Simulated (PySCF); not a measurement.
## What an electron can do to InSb

PBE0 in PySCF with def2-TZVPPD on every atom (core potentials on In, Sb), for the lowest determinant that a PBE0 search found; no spin–orbit coupling.

```tsv
species	state (unpaired electrons)	Re (Å)	ωe (cm⁻¹)	energy of the minimum from the neutral (eV)	De (eV)	dissociates to
InSb	triplet (π ↑↑)	2.940	145	0.00	1.72	In + Sb
InSb⁺	quartet (σ ↑, π ↑↑)	3.133	83.0	6.73	0.61	In⁺ + Sb
```

**Question.** Work out the lowest energy to break InSb into atoms, from its vibrational ground state.

**Answer.** D0 = De − ωe/2 = 1.72 − 0.01 = 1.71 eV (PBE0/def2-TZVPPD).

**Question.** Work out the ionisation energy of the In atom at this level and the threshold of dissociative ionisation.

**Answer.** IE(In) = 6.73 + 0.61 − 1.72 = 5.62 eV, so In⁺ + Sb + e⁻ appears at D0 + IE(In) = 7.33 eV (PBE0/def2-TZVPPD). The measured IE(In) is 5.786 eV (NIST ASD).

These are thermodynamic thresholds; the onsets seen under electron impact lie higher where the geometry changes, and cross-sections peak well above them.

These are scalar-relativistic numbers at best; spin–orbit coupling would shift them, the dissociation energy most. For an ion De counts to the pair picked by the measured ionisation energies or electron affinities, which need not be the lowest pair at this level. States were picked by a PBE0 search and need not be the measured ground states.
